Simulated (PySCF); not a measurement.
Two species compared at the same levels of theory.

First species: C5H4F3N3.
Bonds: C1–C2, C2–N3 (aromatic), N3–N4 (aromatic), N4–N5 (aromatic), N5–C6 (aromatic), C6–C7 (aromatic), C7–C8, C8–F9, C8–F10, C8–F11, C2–C7 (aromatic). Hydrogens: H12, H13, H14 on C1; H15 on C6.

Second species: C₆H₈N₂.
SMILES: `C=NC(C#N)=C(C)C`

Levels: PBE0/pcSseg-1 for dipole moment, HOMO energy, LUMO energy and HOMO–LUMO gap; GFN2-xTB for rotational constant A and rotational constant C. Geometries: GFN2-xTB. Each structure is a single optimised conformer of the isolated species, non-relativistic unless stated. Electronic properties by PySCF.

The conformers computed, where there is a choice (atom-mapped SMILES and torsion angles):
- `[CH3:1][c:2]1[n:3][n:4][n:5][cH:6][c:7]1[C:8]([F:9])([F:10])[F:11]`: C6–C7–C8–F9 120°
- `[CH2:1]=[N:2][C:3]([C:4]#[N:5])=[C:6]([CH3:7])[CH3:8]`: C1–N2–C3–C4 3°

**Question.** Which has the higher HOMO energy?

**Answer.** The second: -7.31 eV against -7.52 eV, a difference of 0.21 eV.

**Question.** Which of the two has the higher HOMO–LUMO gap, and by how much?

**Answer.** The second: 5.66 eV against 4.96 eV, a difference of 0.70 eV.

**Question.** Which of the two has the higher LUMO energy, and by how much?

**Answer.** The second: -1.65 eV against -2.56 eV, a difference of 0.91 eV.

**Question.** Which has the higher rotational constant A?

**Answer.** The second: 2.720 GHz against 1.956 GHz, a difference of 0.764 GHz.

**Question.** Which of the two has the higher dipole moment, and by how much?

**Answer.** The second: 3.10 D against 3.02 D, a difference of 0.08 D.

**Question.** Which of the two has the higher rotational constant C, and by how much?

**Answer.** The second: 1.135 GHz against 0.718 GHz, a difference of 0.417 GHz.

On the first: In atomic units the dipole is 1.19 e·bohr (1 au = 2.5417 D). A dipole of 3.02 D is allowed in Cs, and pure rotational transitions are dipole-allowed.

On the second: The dipole equals about 10.4 × 10⁻³⁰ C·m (1 D = 3.33564 × 10⁻³⁰ C·m).
